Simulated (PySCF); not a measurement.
Compound: CH9NOSeSi2.
SMILES with atom numbers: `[CH3:1][O:2][Si@H:3]([NH2:4])[Se:5][SiH3:6]` (hydrogens: H7, H8, H9 on C1; H10 on Si3; H11, H12 on N4; H13, H14, H15 on Si6)

Cartesian coordinates in Å at the PBE0-D3(BJ)/def2-SVP level; atoms count from 1:
```
atom  x, y, z in Å
C1    -1.7796   -1.8373   -0.4696
O2    -1.3082   -0.5385   -0.7015
Si3   -1.0351    0.5781    0.4909
N4    -0.3707    1.9125   -0.3524
Se5    0.4783   -0.1102    2.0495
Si6    2.2718    0.2539    0.6710
H7    -1.9029   -2.3450   -1.4377
H8    -1.0702   -2.4226    0.1424
H9    -2.7582   -1.8392    0.0451
H10   -2.2982    0.7835    1.2643
H11   -0.6455    2.0925   -1.3115
H12   -0.0609    2.7464    0.1309
H13    2.0245   -0.2865   -0.6951
H14    3.4056   -0.4841    1.3037
H15    2.6336    1.6993    0.5952
```

Computed with core-valence-separated Tamm–Dancoff BHandHLYP/aug-pcX-1 (pcseg-1 on H, def2-SVPD on Si, def2-SVPD on Se) in PySCF, non-relativistic, gas phase, PBE0-D3(BJ)/def2-SVP geometry. The energies are unshifted.

The lowest roots of each edge with f over 0.003 (five at most, numbered afresh; weaker and dark ones are left out), with transition dipoles (au) in the frame of the coordinates:

```csv
root,edge,E (eV),f,μx,μy,μz
1,C,286.81,0.0292,-0.0294,-0.0573,0.0022
2,C,287.17,0.0065,-0.0064,-0.0297,-0.0017
3,C,287.59,0.0334,0.0518,-0.0232,-0.0390
4,C,287.78,0.0352,0.0326,-0.0186,0.0599
5,C,288.83,0.0050,-0.0132,0.0224,-0.0055
6,N,399.15,0.0068,0.0091,-0.0243,0.0044
7,N,400.15,0.0315,-0.0211,-0.0293,-0.0436
8,N,400.52,0.0216,0.0252,0.0185,-0.0350
9,N,400.93,0.0051,0.0217,-0.0067,-0.0014
10,N,401.05,0.0095,0.0238,-0.0182,0.0082
11,O,533.00,0.0115,-0.0012,-0.0031,0.0295
12,O,533.58,0.0076,0.0107,-0.0011,0.0215
13,O,533.90,0.0126,-0.0135,-0.0276,0.0048
14,O,534.06,0.0052,0.0195,0.0024,0.0032
15,O,534.30,0.0088,0.0055,-0.0236,-0.0090
```

Q: Molecules are fixed in this frame and the field points along (1, 1, 0)/√2. What effective strengths 3 f cos²θ do the roots have (θ between field and μ)?

A: root 1 (C1): 0.079, root 2 (C1): 0.014, root 3 (C1): 0.009, root 4 (C1): 0.002, root 5 (C1): 0.001, root 6 (N4): 0.003, root 7 (N4): 0.037, root 8 (N4): 0.028, root 9 (N4): 0.003, root 10 (N4): 0.000, root 11 (O2): 0.000, root 12 (O2): 0.002, root 13 (O2): 0.033, root 14 (O2): 0.009, root 15 (O2): 0.006. Root 1 is the strongest. Averaged over all orientations cos²θ is 1/3, which gives f back.

 The BHandHLYP/aug-pcX-1 (pcseg-1 on H, def2-SVPD on Si, def2-SVPD on Se) calculation is non-relativistic and has no spin–orbit coupling, an omission that weighs most on selenium.

One conformer stands for the species.
